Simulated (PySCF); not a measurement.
# Computed records: CH₆AlBN, CH₆BClSi

Calculation on a computer-drawn molecule: the log of a Hartree-Fock and frozen-core CCSD(T) single point meant for a local Hartree-Fock minimum, with one planted fault or none, to be diagnosed. Offsets are logged minus clean, where the clean run is the same molecule without the fault. The reference is restricted for singlets and unrestricted otherwise, and also for a bond in bohr or an excited solution. Adding or removing an electron swaps singlet and doublet. The excited solution moves the top pair (singlet) or top alpha electron (doublet) to the lowest empty orbital. Highest occupied and lowest empty are orbital energies over both spins, largest force is the largest gradient component, triples share is (T) over the correlation energy, the T1 limit is 0.02 restricted and 0.045 unrestricted, electrons count all cores, a negative frequency is imaginary (commonest isotopes), and the dipole is about the centre of nuclear charge. Program: PySCF 2.14.0.

Common to all runs: meant multiplicity 1; meant basis cc-pV(D+d)Z; logged SCF converged yes; logged CC converged yes; logged SCF stable within its kind yes; possible faults no fault, one electron removed, one electron added, multiplicity raised by two, geometry at a saddle point, SCF held on an excited solution, minimal basis STO-3G, one bond length entered in bohr, all coordinates scaled.

(1) 
```xyz
10
formula=CH6AlBN meant_charge=1 logged_electrons=36 logged_basis_functions=95 logged_spin_squared=0 logged_highest_occupied=-15.957 logged_lowest_empty=-4.0429 logged_largest_force=0.082837 logged_T1_diagnostic=0.012201 logged_D1_diagnostic=0.039165 logged_triples_share=0.024052 logged_dipole_magnitude=5.1712 logged_energy_HF=-362.06327 logged_energy_CCSD(T)=-362.5461 planted_fault=all_coordinates_scaled,by_-8.8_% HF_energy_offset_from_clean_run=55.25 CCSD(T)_energy_offset_from_clean_run=64.7
B     -1.4067    -1.1610    -1.5881
C     -1.0775     0.2230    -1.3449
N      0.2489     0.4978    -1.2388
Al     1.0514     1.7490    -1.7032
H     -2.4518    -1.4117    -1.7586
H     -0.6355    -1.9339    -1.5719
H     -1.4824     0.7839    -2.0645
H     -1.5462     0.4915    -0.5026
H      0.6956    -0.1840    -0.8138
H      1.7695     2.8698    -2.1482
```

Units: logged_highest_occupied, logged_lowest_empty in eV; logged_largest_force in hartree/bohr; logged_dipole_magnitude in debye; logged_energy_HF, logged_energy_CCSD(T) in hartree; HF_energy_offset_from_clean_run, CCSD(T)_energy_offset_from_clean_run in kcal/mol.

Drawn bonds:
```csv
atom,other atom,order
1,2,1
2,3,1
3,4,1
1,5,1
1,6,1
2,7,1
2,8,1
3,9,1
4,10,1
```

(2) 
```xyz
10
formula=CH6AlBN meant_charge=1 logged_electrons=36 logged_basis_functions=95 logged_spin_squared=0.7161 logged_highest_occupied=-15.22 logged_lowest_empty=-4.245 logged_largest_force=0.016984 logged_T1_diagnostic=0.057961 logged_D1_diagnostic=0.26324 logged_triples_share=0.036228 logged_dipole_magnitude=5.7672 logged_energy_HF=-362.02867 logged_energy_CCSD(T)=-362.52391 planted_fault=one_bond_length_entered_in_bohr,row_6_of_the_drawn_bonds HF_energy_offset_from_clean_run=76.96 CCSD(T)_energy_offset_from_clean_run=78.62
B     -1.5424    -1.2730    -1.7413
C     -1.1815     0.2445    -1.4747
N      0.2730     0.5458    -1.3583
Al     1.1528     1.9177    -1.8676
H     -2.6884    -1.5479    -1.9282
H     -0.6968    -2.1205    -1.7236
H     -2.0204     1.4067    -2.9657
H     -1.6954     0.5389    -0.5511
H      0.7628    -0.2017    -0.8923
H      1.9402     3.1468    -2.3555
```

Units: logged_highest_occupied, logged_lowest_empty in eV; logged_largest_force in hartree/bohr; logged_dipole_magnitude in debye; logged_energy_HF, logged_energy_CCSD(T) in hartree; HF_energy_offset_from_clean_run, CCSD(T)_energy_offset_from_clean_run in kcal/mol.

Drawn bonds:
```csv
atom,other atom,order
1,2,1
2,3,1
3,4,1
1,5,1
1,6,1
2,7,1
2,8,1
3,9,1
4,10,1
```

Notes: T1 above single-reference limit.

(3) 
```xyz
10
formula=CH6BClSi meant_charge=0 logged_electrons=48 logged_basis_functions=104 logged_spin_squared=0 logged_highest_occupied=-12.073 logged_lowest_empty=2.3405 logged_largest_force=0.063275 logged_T1_diagnostic=0.0092499 logged_D1_diagnostic=0.02981 logged_triples_share=0.023713 logged_dipole_magnitude=0.94167 logged_energy_HF=-814.47712 logged_energy_CCSD(T)=-815.00816
B     -2.2538     1.2440    -0.1371
C     -1.1828     0.3630    -0.5562
Si    -0.2826     0.9914    -1.9022
Cl     1.1028    -0.2586    -2.3643
H     -2.0722     2.0403     0.6162
H     -3.2658     1.1627    -0.5885
H     -1.5290    -0.5373    -0.8655
H     -0.4986     0.2203     0.1771
H     -1.0642     1.1457    -3.0083
H      0.3307     2.1700    -1.5972
```

Units: logged_highest_occupied, logged_lowest_empty in eV; logged_largest_force in hartree/bohr; logged_dipole_magnitude in debye; logged_energy_HF, logged_energy_CCSD(T) in hartree.

Drawn bonds:
```csv
atom,other atom,order
1,2,1
2,3,1
3,4,1
1,5,1
1,6,1
2,7,1
2,8,1
3,9,1
3,10,1
```

To be estimated
1. CH₆BClSi (entry 3): planted fault?

Calculated values
1. all coordinates scaled, by -7.5 %

Further results for CH₆BClSi (entry 3):

| Item | Value |
| --- | --- |
| HF energy offset from clean run | 36.66 kcal/mol |
| CCSD(T) energy offset from clean run | 39.92 kcal/mol |
